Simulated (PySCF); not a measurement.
**Dipole response of Tl (thallium, neutral)**

[Xe] 4f14 5d10 6s1 6p2, high-spin 4P determinant (an excited configuration). All numbers are calculated (PySCF 2.14, scalar relativity by spin-free X2C-1e, in aug-cc-pVQZ-DK3 (10s9p7d4f2g, 118 functions)). Coupled (time-dependent) response in atomic units; α is the mean over directions.

```tsv
method	mean α (bohr³)	α xx, yy, zz	C₆ (like pair)	S(−4)
UHF	69.23	52.56, 77.56, 77.56	794.0	2022
```

S(−4) is the Cauchy moment in α(ω) = α(0) + S(−4) ω² + …

Spin-orbit coupling is absent.

α(iu) at UHF:

```tsv
u (hartree)	α(iu) (bohr³)
0	69.23
0.0500	64.62
0.100	54.56
0.200	35.82
0.300	24.42
0.500	13.74
0.750	8.505
1.00	6.052
1.50	3.704
2.00	2.553
3.00	1.429
5.00	0.6200
```

A single London oscillator, α(iu) = α/(1 + u²/ω²), gives C₆ = (3/4) ω α². Matching the computed C₆ needs ω = 4 × 794.0 / (3 × 69.23²) = 0.221 hartree.

The components differ because the open shell of this determinant is not spherical; for a pure term their mean is the scalar polarisability.

Spin-orbit coupling is strong in this species (close to jj coupling), so the high-spin LS determinant is a model state, not a physical level.
